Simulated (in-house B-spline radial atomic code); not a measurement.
Values are calculated unless marked as measured or tabulated.
# Softness against transferability: the 4s channel of Zr

Zr, [Kr] 4d2 5s2, non-relativistic LDA (VWN5), spherical and spin-unpolarised, from a B-spline radial code for spherical atoms (atomic units). The all-electron 4s level is ε = -1.918971 hartree, its outermost node lies just inside 0.57 bohr and its outer maximum at 1.09 bohr.

Troullier-Martins pseudo-orbitals are made for several radii. The cutoffs (hartree) are the plane-wave energies beyond which the orbital holds less than the named kinetic energy per electron. The phase error is the difference, pseudo minus all-electron, of arctan(R P'/P) at R = 1.83 bohr for all radii, half a hartree below and above the level.

```json
{"r_c (bohr)": "0.82", "V_l(0) (hartree)": "-32.35", "cutoff for 10 mEh": "125", "for 1 mEh": "243", "for 0.1 mEh": "446", "phase error at ε − 0.5 (mrad)": "-13.5", "at ε + 0.5 (mrad)": "-5.3"}
{"r_c (bohr)": "0.95", "V_l(0) (hartree)": "-7.45", "cutoff for 10 mEh": "41.6", "for 1 mEh": "111", "for 0.1 mEh": "199", "phase error at ε − 0.5 (mrad)": "-4.7", "at ε + 0.5 (mrad)": "-1.3"}
{"r_c (bohr)": "1.09", "V_l(0) (hartree)": "3.87", "cutoff for 10 mEh": "28", "for 1 mEh": "43.1", "for 0.1 mEh": "78.4", "phase error at ε − 0.5 (mrad)": "-2.9", "at ε + 0.5 (mrad)": "-0.7"}
{"r_c (bohr)": "1.23", "V_l(0) (hartree)": "4.81", "cutoff for 10 mEh": "27.1", "for 1 mEh": "41.2", "for 0.1 mEh": "74.4", "phase error at ε − 0.5 (mrad)": "-2.8", "at ε + 0.5 (mrad)": "-0.7"}
{"r_c (bohr)": "1.38", "V_l(0) (hartree)": "2.41", "cutoff for 10 mEh": "23.4", "for 1 mEh": "37", "for 0.1 mEh": "65", "phase error at ε − 0.5 (mrad)": "-4.6", "at ε + 0.5 (mrad)": "-1.2"}
{"r_c (bohr)": "1.53", "V_l(0) (hartree)": "0.38", "cutoff for 10 mEh": "13.9", "for 1 mEh": "31.4", "for 0.1 mEh": "54.1", "phase error at ε − 0.5 (mrad)": "-9.4", "at ε + 0.5 (mrad)": "-2.4"}
```

**Question.** Which radius needs the lowest cutoff for 0.1 mEh while both phase errors stay within 4.8 mrad?

**Answer.** The radii within that limit are 0.95, 1.09, 1.23, 1.38 bohr; of these r_c = 1.38 needs the least, 65 hartree, that is 130 Ry or 1769 eV.

**Question.** What does the larger radius buy, and what does it cost?

**Answer.** From r_c = 0.82 to 1.53 bohr the cutoff for 1 mEh goes from 243 to 31.4 hartree, a factor of 7.74, against 3.48 for a pure 1/r_c² scaling, end to end; step by step it is 243, 111, 43.1, 41.2, 37, 31.4, and for 0.1 mEh 446, 199, 78.4, 74.4, 65, 54.1; the number of plane waves goes as the cutoff to the power 3/2, here a factor of 21.5. The larger of the two phase errors is least at r_c = 1.23 bohr, 2.8 mrad; it is 13.5 at the smallest radius and 9.4 at the largest. These errors test the reference atom alone. The smallest radius lies well inside the outer maximum, where the nodeless form must bend sharply to keep the norm, so it is both harder and scatters less well than the next. Large radii also let the cores of neighbours overlap, which an atom doesn't show.
